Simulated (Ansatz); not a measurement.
Born–Oppenheimer molecular dynamics of BFH2S2 (6 atoms, charge 0, multiplicity 1). It starts at the highest image of a converged band, a first-order saddle point between two minima.

Level of theory: RKS PBE-D4/6-31G in Ansatz.

- ensemble: NVE (velocity Verlet)
- time step: 0.5 fs
- steps asked: 200
- starting velocities drawn for: 300 K
- seed: 6144

Frames 0.5 fs apart, positions in Å.

Velocities at 40.0 fs (Å/ps):

```
B 3.76 6.00 -16.94
S 0.38 -2.29 9.84
S -6.50 4.76 -1.58
H -44.93 27.38 63.33
F 9.40 -7.59 -8.42
H 22.40 -27.41 14.22
```

```xyz
6
Properties=species:S:1:pos:R:3 time_fs=40.0 energy_less_start_eV=-0.960 T=2155
B -0.616 0.217 -0.150
S 0.401 -0.856 0.986
S -0.204 0.325 -1.920
H 0.812 -0.704 -2.283
F -1.680 0.899 0.310
H 1.400 0.107 1.106
6
Properties=species:S:1:pos:R:3 time_fs=40.5 energy_less_start_eV=-1.033 T=2295
B -0.614 0.220 -0.159
S 0.401 -0.857 0.990
S -0.207 0.328 -1.921
H 0.788 -0.689 -2.250
F -1.675 0.895 0.306
H 1.411 0.093 1.113
6
Properties=species:S:1:pos:R:3 time_fs=41.0 energy_less_start_eV=-1.091 T=2405
B -0.611 0.223 -0.167
S 0.401 -0.858 0.995
S -0.211 0.330 -1.922
H 0.762 -0.672 -2.215
F -1.671 0.891 0.302
H 1.423 0.079 1.120
6
Properties=species:S:1:pos:R:3 time_fs=41.5 energy_less_start_eV=-1.125 T=2470
B -0.609 0.225 -0.176
S 0.401 -0.859 1.000
S -0.214 0.332 -1.923
H 0.734 -0.653 -2.178
F -1.666 0.888 0.298
H 1.434 0.065 1.127
6
Properties=species:S:1:pos:R:3 time_fs=42.0 energy_less_start_eV=-1.128 T=2475
B -0.606 0.227 -0.184
S 0.401 -0.860 1.006
S -0.217 0.335 -1.924
H 0.707 -0.634 -2.140
F -1.662 0.884 0.293
H 1.446 0.050 1.134
6
Properties=species:S:1:pos:R:3 time_fs=42.5 energy_less_start_eV=-1.097 T=2417
B -0.603 0.229 -0.192
S 0.402 -0.861 1.010
S -0.220 0.337 -1.926
H 0.680 -0.616 -2.101
F -1.658 0.881 0.289
H 1.458 0.035 1.141
6
Properties=species:S:1:pos:R:3 time_fs=43.0 energy_less_start_eV=-1.040 T=2308
B -0.599 0.230 -0.201
S 0.402 -0.863 1.016
S -0.224 0.340 -1.927
H 0.656 -0.601 -2.062
F -1.654 0.878 0.285
H 1.470 0.020 1.148
6
Properties=species:S:1:pos:R:3 time_fs=43.5 energy_less_start_eV=-0.973 T=2181
B -0.596 0.232 -0.208
S 0.402 -0.864 1.021
S -0.227 0.342 -1.929
H 0.637 -0.590 -2.023
F -1.650 0.875 0.281
H 1.481 0.005 1.154
6
Properties=species:S:1:pos:R:3 time_fs=44.0 energy_less_start_eV=-0.917 T=2075
B -0.592 0.233 -0.216
S 0.402 -0.865 1.026
S -0.231 0.345 -1.930
H 0.623 -0.585 -1.984
F -1.647 0.872 0.278
H 1.493 -0.010 1.160
6
Properties=species:S:1:pos:R:3 time_fs=44.5 energy_less_start_eV=-0.889 T=2022
B -0.587 0.233 -0.223
S 0.402 -0.866 1.031
S -0.234 0.348 -1.932
H 0.615 -0.585 -1.946
F -1.643 0.869 0.274
H 1.505 -0.026 1.166
6
Properties=species:S:1:pos:R:3 time_fs=45.0 energy_less_start_eV=-0.893 T=2029
B -0.583 0.234 -0.230
S 0.403 -0.867 1.036
S -0.238 0.352 -1.934
H 0.613 -0.593 -1.908
F -1.640 0.866 0.270
H 1.516 -0.041 1.172
6
Properties=species:S:1:pos:R:3 time_fs=45.5 energy_less_start_eV=-0.916 T=2070
B -0.578 0.234 -0.236
S 0.403 -0.868 1.041
S -0.242 0.355 -1.936
H 0.618 -0.606 -1.871
F -1.637 0.863 0.266
H 1.528 -0.057 1.177
```

Of the whole run (100 fs, mean temperature of the second half 1579 K): The conserved energy stayed within 0.53 meV per atom of its start (net change -0.36 meV per atom), so the integration is sound. The system heated up, since it started high on the potential surface and ran downhill. A run of 0.1 ps of so small a system gives no equilibrium averages. The orbitals stay closed-shell, which can raise the energy where a bond breaks towards radicals; this wasn't checked here. Limits of this set-up: no polarisation functions.

Run time: 9 min on 1 CPU thread of a shared host.
